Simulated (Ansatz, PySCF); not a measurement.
This PySCF input computes a CAM-B3LYP/def2-TZVPD energy:

```python
from pyscf import gto, scf, dft

mol = gto.M(
    atom='''
    C    -1.53205364    0.20257024   -0.14305090
    C    -0.28429961   -0.60302195   -0.43480318
    N     0.84794030   -0.05271356    0.13938803
    C     1.79065501    0.38217537    0.69526916
    H    -1.49562287    1.27735800   -0.43847381
    H    -1.77492695    0.19674215    0.92748200
    H    -2.38894340   -0.24060284   -0.66361594
    H    -0.12189952   -0.75484431   -1.50559893
    ''',
    basis='def2-tzvpd',
    charge=-1,
    spin=0,
    verbose=4,
)

mf = dft.RKS(mol, xc='camb3lyp').density_fit(auxbasis='def2-universal-jkfit')
mf.grids.level = 3
mf.conv_tol = 1e-9
mf.max_cycle = 100
mf.max_memory = 1500
mf.kernel()
if not mf.converged:
    mf = mf.newton()
    mf.kernel(mf.make_rdm1())
mf.analyze()
```

Problem. Write an input for the same energy in Ansatz (a program for electronic structure) and say what it gives.

Solution. 
Ansatz 0.2 input:
```yaml
crystal:
  periodic: [false, false, false]
  atoms:
    - {symbol: C, position_ang: [-1.53205364, 0.20257024, -0.14305090]}
    - {symbol: C, position_ang: [-0.28429961, -0.60302195, -0.43480318]}
    - {symbol: N, position_ang: [0.84794030, -0.05271356, 0.13938803]}
    - {symbol: C, position_ang: [1.79065501, 0.38217537, 0.69526916]}
    - {symbol: H, position_ang: [-1.49562287, 1.27735800, -0.43847381]}
    - {symbol: H, position_ang: [-1.77492695, 0.19674215, 0.92748200]}
    - {symbol: H, position_ang: [-2.38894340, -0.24060284, -0.66361594]}
    - {symbol: H, position_ang: [-0.12189952, -0.75484431, -1.50559893]}
basis:
  gaussian:
    orbitals: def2-TZVPD
hamiltonian:
  xc: {name: CAM-B3LYP}
total_charge: -1
output: {forces: true}
```
It gives -171.38073 Eh, and PySCF -171.38078 Eh, a difference of 0.05 mEh, from the treatment of integrals and grids.

It need not be the lowest isomer of its formula. Whether it binds its extra electron was not tested at this geometry.
